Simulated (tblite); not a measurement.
C₂H₆N (SMILES [CH2]CN), doublet, at a GFN2-xTB geometry; tblite 0.6.0 with GFN1-xTB.

Here is a job for tblite.
```
$ tblite run mol.xyz --method gfn1 --charge 0 --spin 1 --json tblite.json --no-restart

# file mol.xyz
9

C      1.23751548     0.19939039    -0.32137329
C      0.07136146    -0.37561144     0.36478766
N     -1.18022466     0.14452210    -0.15164343
H      2.22429519    -0.11624055    -0.04925947
H      1.10520449     0.90202772    -1.11776832
H      0.18451177    -0.22258751     1.46245244
H      0.04976662    -1.47072103     0.22913017
H     -1.18951019     1.15734169    -0.10872921
H     -1.96595694    -0.20414861     0.38519221
```

Q: Predict the main parts of the log of this tblite run.

A: 
```
xTB calculator
 | screened Coulomb repulsion
 | Coulomb electrostatics
 |  * isotropic Klopman-Ohno-Mataga-Nishimoto electrostatics
 |  * onsite third-order electrostatics
 | DFT-D3(BJ) dispersion correction

halogen bonding energy    0.0000000000000E+00 Eh
repulsion energy          1.3222844462316E-01 Eh
dispersion energy        -1.9397879507032E-03 Eh
number of electrons       1.9000000000000E+01 e
integral cutoff           1.9731147476801E+01 bohr

------------------------------------------------------------
  cycle        total energy    energy error   density error
------------------------------------------------------------
      1     -10.54935158607  -1.0679640E+01   5.7604559E-01
      2     -10.57537061856  -2.6019032E-02   3.2352691E-01
      3     -10.57670654422  -1.3359257E-03   5.3834913E-02
      4     -10.57723226745  -5.2572323E-04   4.6207135E-03
      5     -10.57724377158  -1.1504133E-05   1.0143564E-03
      6     -10.57724431584  -5.4425936E-07   2.3353289E-04
      7     -10.57724436545  -4.9605315E-08   3.6017990E-05
      8     -10.57724436606  -6.0835248E-10   8.1210654E-06
------------------------------------------------------------

electronic energy        -1.0707533022728E+01 Eh
total energy             -1.0577244366056E+01 Eh

Post processing:
 | Mayer-Wiberg bond orders

[Info] JSON dump of results written to 'tblite.json'
```
